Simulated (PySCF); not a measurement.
This PySCF input asks for the NMR shieldings of `F[Si@@H](P)[SiH2]C1CCC1`, C$_{4}$H$_{12}$FPSi$_{2}$; the geometry comes from GFN2-xTB.

```python
import basis_set_exchange as bse
import numpy as np
from pyscf import gto, dft
from pyscf.prop import nmr

atoms = """
F     2.604468    2.150799    0.266629
Si    2.120056    0.792477   -0.480125
P     2.185887   -0.740140    1.170378
Si    0.058946    1.255936   -1.445836
C    -1.355231    0.371539   -0.532837
C    -1.248110   -1.162346   -0.403979
C    -1.442070   -1.045740    1.113493
C    -1.368633    0.482810    1.006456
H     3.237537    0.611970   -1.414331
H     2.145359   -1.821448    0.305912
H     3.568392   -0.773571    1.234839
H    -0.212881    2.698904   -1.433692
H     0.033279    0.817239   -2.849633
H    -2.319971    0.659787   -0.954038
H    -0.272521   -1.563731   -0.681746
H    -2.013220   -1.727859   -0.933326
H    -0.655924   -1.501510    1.714213
H    -2.406196   -1.414461    1.458656
H    -2.213113    1.025790    1.427040
H    -0.451203    0.894234    1.428892
"""
names = dict.fromkeys(["F", "Si", "P", "C", "H"], "pcSseg-1")
basis = {el: gto.basis.parse(bse.get_basis(n, elements=[el], fmt="nwchem")) for el, n in names.items()}
mol = gto.M(atom=atoms, basis=basis, charge=0, verbose=0)
mf = dft.RKS(mol, xc="PBE0")
mf.grids.level = 2
mf.grids.alignment = dft.numint.BLKSIZE   # the property module wants whole blocks of grid points
mf.conv_tol = 1e-9
mf.kernel()

calc = nmr.RKS(mf)   # GIAO
C = mf.mo_coeff
Co = C[:, mf.mo_occ > 0]
resp = mf.gen_response(singlet=True, hermi=2)
def vind(x):   # induced exchange potential for any number of trial vectors
    d = np.einsum("pi,xij,qj->xpq", C, 2 * x.reshape(-1, C.shape[1], Co.shape[1]), Co, optimize=True)
    return np.einsum("xpq,pi,qj->xij", resp(d - d.transpose(0, 2, 1)), C, Co, optimize=True).ravel()
mo1, _ = nmr.rhf.solve_mo1(calc, with_cphf=vind)
sigma = calc.kernel(mo1)
for i, s in enumerate(sigma):   # ppm
    w = np.linalg.eigvalsh((s + s.T) / 2)
    print("%2d %-2s iso %8.1f  s11 %8.1f  s22 %8.1f  s33 %8.1f" % (i, mol.atom_pure_symbol(i), w.mean(), *w))
```

Question: Give the expected output.

Answer: 
```
 0 F  iso    410.0  s11    347.3  s22    422.2  s33    460.7
 1 Si iso    306.0  s11    217.3  s22    298.1  s33    402.5
 2 P  iso    599.7  s11    525.3  s22    607.7  s33    666.1
 3 Si iso    416.0  s11    370.7  s22    411.0  s33    466.3
 4 C  iso    173.1  s11    157.2  s22    171.2  s33    190.9
 5 C  iso    160.7  s11    150.3  s22    150.9  s33    180.9
 6 C  iso    166.1  s11    153.1  s22    162.5  s33    182.8
 7 C  iso    162.0  s11    150.8  s22    153.0  s33    182.2
 8 H  iso     25.0  s11     22.3  s22     23.4  s33     29.4
 9 H  iso     30.6  s11     25.5  s22     28.5  s33     37.6
10 H  iso     29.7  s11     24.4  s22     26.2  s33     38.6
11 H  iso     27.5  s11     23.6  s22     25.6  s33     33.4
12 H  iso     27.9  s11     24.0  s22     26.0  s33     33.8
13 H  iso     29.4  s11     25.8  s22     28.0  s33     34.4
14 H  iso     30.3  s11     27.6  s22     30.4  s33     33.0
15 H  iso     29.4  s11     26.1  s22     26.7  s33     35.5
16 H  iso     29.1  s11     24.1  s22     29.6  s33     33.7
17 H  iso     29.4  s11     26.2  s22     26.5  s33     35.5
18 H  iso     29.3  s11     25.9  s22     26.5  s33     35.5
19 H  iso     29.3  s11     26.6  s22     29.4  s33     31.8
```

These numbers come from an equivalent density-fitted implementation of the same equations, which agrees with the script to about 0.01 ppm for H and up to a few tenths of a ppm for heavy atoms, so last digits may differ.

Size and cost of the density-fitted run: 217 basis functions, 75 s wall time on 1 thread of an Arm Neoverse N1, shared host; peak memory 1.1 GiB.
